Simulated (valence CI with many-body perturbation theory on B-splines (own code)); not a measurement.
## Level structure of Ge25+

Method: relativistic CI+MBPT: five valence electrons over a frozen Dirac-Fock core [He], a basis of 9 s, 9 p, 8 d, 6 f, 3 g, 1 h functions for each j, with the one-electron correlation potential Σ1 (screened to all orders), the two-electron term Σ2, the three-electron term Σ3, Breit, model QED; selected single and double excitations, second order for the rest, scaled by the run's own slope (own B-spline code, finite nucleus).

No measured spectrum was set against this ion. As an estimate, levels of excited configurations hold to 0.05 to 0.15 % of their energy, terms of the ground configuration to about 0.5 %. Among the levels kept, up to 3900 cm⁻¹ of a level comes from second order outside the variational space, and about a tenth of that is noise between levels of different J, which matters for small intervals.

Levels 1 to 45 of 63, with energies above the lowest level, (2s^2 2p1/2^2 2p3/2) J=3/2. "Leading %" is the weight of the configuration and term that name the level; weights of strongly mixed levels are sums over their largest components and can fall short, so below about 35 % the name and the second component can differ from the true leading terms, or belong to a minority configuration. In the jj column 3d3/2^4 stands for four electrons in 3d with j = 3/2. Lifetimes count E1, E2, E3, M1 and M2 decay at the calculated energies, and are blank where another channel may lead or the interval is too uncertain; long ones can be off by a factor of two.

```
No.  Configuration  Term    J  E (eV)  Leading %  Lifetime   Second component                     Leading jj
  1         2s²2p³   ⁴S°  3/2     0.0         62              26 % 2s²2p³ ²P°      2s^2 2p1/2^2 2p3/2 (83 %)
  2         2s²2p³   ²D°  3/2    29.0         60   4.28 μs    29 % 2s²2p³ ⁴S°      2s^2 2p1/2 2p3/2^2 (85 %)
  3         2s²2p³   ²D°  5/2    38.9        100   24.3 μs                        2s^2 2p1/2 2p3/2^2 (100 %)
  4         2s²2p³   ²P°  1/2    52.9         99   2.61 μs                         2s^2 2p1/2 2p3/2^2 (99 %)
  5         2s²2p³   ²P°  3/2    78.1         62   1.07 μs    28 % 2s²2p³ ²D°            2s^2 2p3/2^3 (95 %)
  6          2s2p⁴    ⁴P  5/2   134.1         92   47.9 ps       8 % 2s2p⁴ ²D      2s 2p1/2^2 2p3/2^2 (89 %)
  7          2s2p⁴    ⁴P  3/2   154.8         89   24.2 ps       7 % 2s2p⁴ ²D        2s 2p1/2 2p3/2^3 (62 %)
  8          2s2p⁴    ⁴P  1/2   157.8         82   22.6 ps      18 % 2s2p⁴ ²S      2s 2p1/2^2 2p3/2^2 (62 %)
  9          2s2p⁴    ²D  3/2   186.6         76   11.7 ps      13 % 2s2p⁴ ²P        2s 2p1/2 2p3/2^3 (55 %)
 10          2s2p⁴    ²D  5/2   194.6         92   16.9 ps       8 % 2s2p⁴ ⁴P        2s 2p1/2 2p3/2^3 (89 %)
 11          2s2p⁴    ²S  1/2   213.0         50   6.86 ps      38 % 2s2p⁴ ²P        2s 2p1/2 2p3/2^3 (50 %)
 12          2s2p⁴    ²P  3/2   221.8         82   5.00 ps      17 % 2s2p⁴ ²D        2s 2p1/2 2p3/2^3 (83 %)
 13          2s2p⁴    ²P  1/2   252.8         62   5.42 ps      32 % 2s2p⁴ ²S              2s 2p3/2^4 (73 %)
 14            2p⁵   ²P°  3/2   340.3         98   6.03 ps                            2p1/2^2 2p3/2^3 (98 %)
 15            2p⁵   ²P°  1/2   374.2         99   5.17 ps                              2p1/2 2p3/2^4 (99 %)
 16       2s²2p²3s    ⁴P  1/2  1439.9         63    225 fs   19 % 2s²2p²3s ²P         2s^2 2p1/2^2 3s (93 %)
 17       2s²2p²3s    ⁴P  3/2  1465.6         90    286 fs    7 % 2s²2p²3s ²P     2s^2 2p1/2 2p3/2 3s (98 %)
 18       2s²2p²3s    ²P  1/2  1469.9         73    127 fs   25 % 2s²2p²3s ⁴P     2s^2 2p1/2 2p3/2 3s (97 %)
 19       2s²2p²3p   ⁴D°  1/2  1472.7         48   19.4 ps  29 % 2s²2p²3p ²P°      2s^2 2p1/2^2 3p1/2 (93 %)
 20       2s²2p²3s    ⁴P  5/2  1474.2         59    238 fs   39 % 2s²2p²3s ²D     2s^2 2p1/2 2p3/2 3s (91 %)
 21       2s²2p²3s    ²P  3/2  1477.9         49    132 fs   47 % 2s²2p²3s ²D     2s^2 2p1/2 2p3/2 3s (95 %)
 22       2s²2p²3p   ⁴D°  3/2  1485.7         39   11.8 ps  26 % 2s²2p²3p ⁴P°      2s^2 2p1/2^2 3p3/2 (86 %)
 23       2s²2p²3p   ²S°  1/2  1498.1         34   20.8 ps  32 % 2s²2p²3p ⁴P°  2s^2 2p1/2 2p3/2 3p1/2 (94 %)
 24       2s²2p²3p   ⁴D°  3/2  1502.1         46   18.2 ps  28 % 2s²2p²3p ²D°  2s^2 2p1/2 2p3/2 3p1/2 (92 %)
 25       2s²2p²3p   ⁴D°  5/2  1507.6         60   31.3 ps  21 % 2s²2p²3p ²F°  2s^2 2p1/2 2p3/2 3p1/2 (72 %)
 26       2s²2p²3s    ²D  5/2  1508.4         59    195 fs   39 % 2s²2p²3s ⁴P         2s^2 2p3/2^2 3s (90 %)
 27       2s²2p²3p   ⁴P°  5/2  1509.6         45   11.5 ps  29 % 2s²2p²3p ²D°  2s^2 2p1/2 2p3/2 3p3/2 (80 %)
 28       2s²2p²3p   ⁴P°  1/2  1511.1         51   11.9 ps  23 % 2s²2p²3p ²S°  2s^2 2p1/2 2p3/2 3p3/2 (92 %)
 29       2s²2p²3s    ²D  3/2  1511.2         50    137 fs   42 % 2s²2p²3s ²P         2s^2 2p3/2^2 3s (94 %)
 30       2s²2p²3p   ²D°  3/2  1513.9         53   5.49 ps  22 % 2s²2p²3p ⁴P°  2s^2 2p1/2 2p3/2 3p3/2 (92 %)
 31       2s²2p²3p   ⁴D°  7/2  1517.6         61   29.6 ps  37 % 2s²2p²3p ²F°  2s^2 2p1/2 2p3/2 3p3/2 (90 %)
 32       2s²2p²3p   ⁴S°  3/2  1518.8         43   1.76 ps  29 % 2s²2p²3p ²P°  2s^2 2p1/2 2p3/2 3p1/2 (59 %)
 33       2s²2p²3d    ⁴F  3/2  1522.4         48    172 fs   16 % 2s²2p²3d ²D      2s^2 2p1/2^2 3d3/2 (93 %)
 34       2s²2p²3p   ²P°  3/2  1522.9         58   5.37 ps  21 % 2s²2p²3p ²D°  2s^2 2p1/2 2p3/2 3p3/2 (66 %)
 35       2s²2p²3p   ²F°  5/2  1526.4         35   7.46 ps  32 % 2s²2p²3p ²D°  2s^2 2p1/2 2p3/2 3p3/2 (78 %)
 36       2s²2p²3d    ⁴F  5/2  1528.5         30   52.9 fs   26 % 2s²2p²3d ⁴D      2s^2 2p1/2^2 3d5/2 (88 %)
 37       2s²2p²3s    ²S  1/2  1530.2         79    172 fs   10 % 2s²2p²3s ⁴P         2s^2 2p3/2^2 3s (93 %)
 38       2s²2p²3p   ²P°  1/2  1532.5         74   4.25 ps  14 % 2s²2p²3p ²S°  2s^2 2p1/2 2p3/2 3p3/2 (77 %)
 39        2s2p³3s   ⁶S°  5/2  1543.2         85   2.55 ps   10 % 2s2p³3s ⁴P°     2s 2p1/2^2 2p3/2 3s (52 %)
 40       2s²2p²3p   ²D°  3/2  1547.5         33   1.62 ps  26 % 2s²2p²3p ²P°      2s^2 2p3/2^2 3p1/2 (78 %)
 41       2s²2p²3d    ²P  3/2  1548.8         40   90.9 fs   38 % 2s²2p²3d ⁴F  2s^2 2p1/2 2p3/2 3d3/2 (93 %)
 42       2s²2p²3d    ⁴F  5/2  1550.1         52    152 fs   36 % 2s²2p²3d ²F  2s^2 2p1/2 2p3/2 3d3/2 (90 %)
 43       2s²2p²3d    ⁴D  1/2  1550.4         80    198 fs   14 % 2s²2p²3d ²P  2s^2 2p1/2 2p3/2 3d3/2 (98 %)
 44       2s²2p²3p   ²D°  5/2  1550.4         52   14.2 ps  27 % 2s²2p²3p ⁴P°      2s^2 2p3/2^2 3p3/2 (91 %)
 45       2s²2p²3d    ⁴F  7/2  1550.5         62    855 fs   30 % 2s²2p²3d ⁴D  2s^2 2p1/2 2p3/2 3d5/2 (93 %)
```

The ionisation energy to 2s²2p² ³P0 of the next ion comes out as 2574.3 eV (NIST: 2575 ± 19 eV (semi-empirical)). All 63 levels together are meant to be complete up to 1578.3 eV.
